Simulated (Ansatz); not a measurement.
System: sum formula Si$_{2}$N$_{2}$H$_{7}$ (charge 0, doublet). It need not be the lowest isomer of its formula. 
Geometry from a B3LYP-D3(BJ)/def2-TZVP (Ansatz, a quantum-chemistry and plane-wave program) optimisation:
```
N
Si 1 1.7184
Si 1 1.7224 2 139.63
N 3 1.7107 1 117.53 2 173.27
H 4 1.0078 3 120.44 1 -82.43
H 4 1.0082 5 111.10 3 -150.56
H 2 1.4833 1 108.41 3 -135.23
H 3 1.4834 4 106.05 5 39.58
H 3 1.4854 8 112.31 4 -118.22
H 2 1.4857 7 109.25 1 115.38
H 2 1.4863 7 108.37 10 118.15
```
Charge 0, spin multiplicity 2.

Basis-set convergence of Hartree-Fock and CCSD correlation energies (hartree) with Ansatz. Valence correlation only, unless marked. Open shells are spin-unrestricted. No spin-orbit coupling. No relativistic terms.

| basis | functions | E(HF) | E(corr, CCSD) |
|---|---|---|---|
| cc-pV(D+d)Z | 109 | -690.87656 | -0.56590 |
| cc-pV(T+d)Z | 236 | -690.94851 | -0.68820 |
| cc-pV(Q+d)Z | 448 | -690.96517 | -0.72792 |

Extrapolating the two largest sets (X = 3 and 4) as X^-3: E(corr) = (64·(-0.72792) - 27·(-0.68820))/37 = -0.7569 Eh, an estimate of the basis-set limit. The largest set recovers 96.2 % of it, the smallest 74.8 %.
